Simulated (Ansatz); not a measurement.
GeH6O2Si2, SMILES `[SiH3][O][Ge][O][SiH3]`. The species carries charge 0 and has multiplicity 1.

```xyz
11

Si    0.418    1.155   -1.997
O     0.412    0.675   -0.428
Ge    1.132    1.133    1.149
O     0.369   -0.156    2.100
Si   -0.661   -1.391    1.725
H     1.304    2.339   -2.181
H     0.914    0.047   -2.852
H    -0.961    1.518   -2.410
H    -0.049   -2.314    0.736
H    -0.937   -2.137    2.979
H    -1.941   -0.869    1.179
```

Problem. What are the harmonic wavenumbers in cm⁻¹ at PBE0-D4/def2-TZVP (Ansatz, finite differences of forces, unscaled)? (An estimate is asked.)

Solution. Computed: 50, 53, 79, 111, 112, 115, 263, 487, 527, 722, 727, 730, 740, 926, 951, 953, 956, 959, 986, 991, 1013, 2203, 2226, 2226, 2231, 2232, 2233.

Problem. Is this a minimum?

Solution. Yes, all 27 modes are real.

Problem. Give the ideal-gas thermochemistry at 298.15 K and 1 bar (rigid rotor, harmonic oscillator; point group Cs, symmetry number 1).

Solution. Zero-point energy 154.3 kJ/mol; H(298) − E = 180.6 kJ/mol; entropy 411.2 J/(mol·K), of which translation 172.7, rotation 121.6, vibration 116.9; G(298) − E = 58.0 kJ/mol. Modes under 100 cm⁻¹ are hindered rotations or soft bends, so the harmonic entropy is rough.

Problem. Rotational constants (cm⁻¹)?

Solution. 0.09377, 0.0411, 0.02916.
